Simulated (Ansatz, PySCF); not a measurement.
Cd(F)(Et) (C2H5CdF), SMILES C[CH2][Cd][F].

The structure is a stationary point at B3LYP-D3(BJ)/def2-SVP. The structure was generated by enumeration; whether it is a known compound was not checked. The def2 effective core potentials stand for the cores of Cd; spin–orbit coupling is left out. Other conformers were not sampled.

Vertical ionisation energy (IE) and electron affinity (EA) in eV. Rows of orbital energies are one-electron estimates. Where ΔSCF, EOM or ADC give a negative EA the extra electron is unbound and the value depends on the basis.

```
level                                                                        IE     EA
------------------------------------------------------------------------  -----  -----
−ε(HOMO), −ε(LUMO), ωB97X/def2-TZVPD (PySCF)                              10.07  -0.94
−ε(HOMO), −ε(LUMO), PBE/def2-TZVPD (PySCF)                                 6.79   1.77
ΔSCF, CAM-B3LYP/def2-SVPD (Ansatz), final states of multiplicity 2 and 2  10.09  -0.62
ΔSCF, PBE/def2-SVPD (Ansatz), final states of multiplicity 2 and 2         9.87  -0.55
```

Question: What vertical singlet–triplet gap does ΔSCF give with CAM-B3LYP/def2-SVPD (Ansatz, a quantum-chemistry and plane-wave program) and with PBE/def2-SVPD (Ansatz)? (An estimate is asked for; the answer gives what the named calculation found.)

Answer: 4.99 and 4.81 eV (triplet above singlet where positive).
